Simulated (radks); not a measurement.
Spin polarisation of the 5p1 shell in In. Start: [Kr] 4d10 5s2 5p(up 0.5, down 0.5); electrons of 5p are moved from spin down to spin up, other shells keep equal spins. All-electron calculation, non-relativistic Kohn-Sham, PBE, spin-polarised, spherical densities, point nucleus. Program: a radial shooting solver on a logarithmic mesh with Libxc functionals.

moment (Bohr magnetons)  E - E(0) (eV)  e(5p up) (eV)  e(5p down) (eV)  5s down minus up (eV)  4d down minus up (eV)
0                                0.000         -2.601           -2.601                  0.000                  0.000
0.25                            -0.010         -2.676           -2.519                  0.147                  0.017
0.5                             -0.039         -2.744           -2.428                  0.294                  0.034
0.75                            -0.089         -2.806           -2.329                  0.442                  0.052
1                               -0.159         -2.862           -2.211                  0.591                  0.069

At moment 1 the spin-polarisation energy is -0.159 eV and the 5p exchange splitting 0.650 eV, that is 0.650 eV per Bohr magneton; E = -I m^2/4 would give I = 0.637 eV.
